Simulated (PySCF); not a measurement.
## Bond length, frequency and bond energy of BI⁺ by level of theory

State: ²Σ⁺ (doublet), unpaired electrons σ ↑. Set-up: PySCF, spin-free X2C with a Gaussian nucleus, basis sets B x2c-SVPall, I x2c-SVPall. De refers to B⁺ + I in their high-spin ground configurations, without counterpoise correction. The functionals are run spin-unrestricted. A positive dipole points towards I; it is taken about the centre of mass and depends on that origin.

```csv
Level,Re (Å),ωe (cm⁻¹),De (eV),μ (D)
UHF,1.966,811,2.21,-3.81
UHF-MP2,1.955,861,3.05,n/a
UHF-SCS-MP2,1.961,840,2.76,n/a
UHF-CCSD,1.967,803,2.44,n/a
UHF-CCSD(T),1.972,801,2.66,n/a
PBE,1.973,791,3.84,-2.71
BLYP,1.987,763,3.56,-2.78
r²SCAN,1.965,813,3.76,-2.99
TPSSh,1.968,799,3.55,-2.89
PBE0,1.959,819,3.50,-2.95
M06-2X,1.955,820,2.79,-3.28
```

Task: Which functional lies closest to UHF-CCSD(T) in De, which farthest, and by how much do they differ from it?

Result: Closest is M06-2X (-1.7 pm in Re, +2.4 % in ωe, +0.13 eV in De against UHF-CCSD(T) in the same basis), farthest PBE (+0.1 pm in Re, -1.2 % in ωe, +1.18 eV in De). CCSD(T) converges more slowly with the basis than the functionals do and binds too weakly in this one, so the order can change at the basis-set limit.

Task: What does a quarter of exact exchange do here, going from PBE to PBE0?

Result: PBE0 less PBE: -1.4 pm in Re, +3.5 % in ωe, -0.34 eV in De. Exact exchange removes part of the self-interaction that spreads semilocal densities, and in most molecules shortens and stiffens the bond and lowers De; so it does here.

Task: What does the step from GGA to meta-GGA do here, going from PBE to r²SCAN?

Result: r²SCAN less PBE: -0.8 pm in Re, +2.8 % in ωe, -0.08 eV in De. 

Correlated steps freeze 19 core orbitals. Correlated levels converge slowly with the basis: in double zeta they bind strong bonds too weakly, by up to about 1 eV, and carry superposition errors of some tenths. These are scalar-relativistic numbers at best; spin–orbit coupling would shift them, the dissociation energy most. For an ion De counts to the pair picked by the measured ionisation energies or electron affinities, which need not be the lowest pair at this level. The state was picked by a PBE0 search and need not be the measured ground state.

The whole job (state search and all levels along the bond) took about 2.3 min on 1 thread of Arm Neoverse V1 (shared host), peak memory 0.57 GiB.
